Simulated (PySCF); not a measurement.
Isomers of C6H9N3, from PBE0-D3(BJ)/def2-SVP geometry optimisation, gas phase in PySCF 2.14.0. One conformer each, no zero-point energy, no frequencies.

Problem. Which is lowest in electronic energy at this level?
A. `[CH3:1][c:2]1[n:3][nH:4][n:5][c:6]1[CH:7]1[CH2:8][CH2:9]1` with N5–C6–C7–C8 35°: A = 3033, B = 1312, C = 992.7 MHz, dipole 0.52 D
B. `[CH3:1][CH2:2][CH2:3][c:4]1[n:5][cH:6][n:7][cH:8][n:9]1` with C1–C2–C3–C4 180°, C2–C3–C4–N5 -89°: A = 4795, B = 911.0, C = 823.3 MHz, dipole 0.97 D
C. `[CH2:1]=[CH:2][CH2:3][n:4]1[cH:5][c:6]([CH3:7])[n:8][n:9]1` with C1–C2–C3–N4 -124°, C2–C3–N4–C5 55°: A = 4192, B = 940.0, C = 804.4 MHz, dipole 4.44 D
D. `[CH2:1]=[CH:2][n:3]1[cH:4][c:5]([CH2:6][CH3:7])[n:8][n:9]1` with C1–C2–N3–C4 0°, C4–C5–C6–C7 119°: A = 4850, B = 922.4, C = 817.0 MHz, dipole 3.74 D

Solution. B. That is `CCCc1ncncn1`, 27.7 kcal/mol below the next.

| SMILES | mapped SMILES | E (Eh) | relative (kcal/mol) | relative (kJ/mol) | dipole (D) |
| --- | --- | --- | --- | --- | --- |
| CCCc1ncncn1 | [CH3:1][CH2:2][CH2:3][c:4]1[n:5][cH:6][n:7][cH:8][n:9]1 | -397.57619 | 0.0 | 0.0 | 0.97 |
| Cc1n[nH]nc1C1CC1 | [CH3:1][c:2]1[n:3][nH:4][n:5][c:6]1[CH:7]1[CH2:8][CH2:9]1 | -397.53197 | 27.7 | 116.1 | 0.52 |
| C=Cn1cc(CC)nn1 | [CH2:1]=[CH:2][n:3]1[cH:4][c:5]([CH2:6][CH3:7])[n:8][n:9]1 | -397.51757 | 36.8 | 153.9 | 3.74 |
| C=CCn1cc(C)nn1 | [CH2:1]=[CH:2][CH2:3][n:4]1[cH:5][c:6]([CH3:7])[n:8][n:9]1 | -397.51452 | 38.7 | 161.9 | 4.44 |

As drawn, the highest has an N–N linkage and a C=C bond outside aromatic rings, which the lowest lacks.
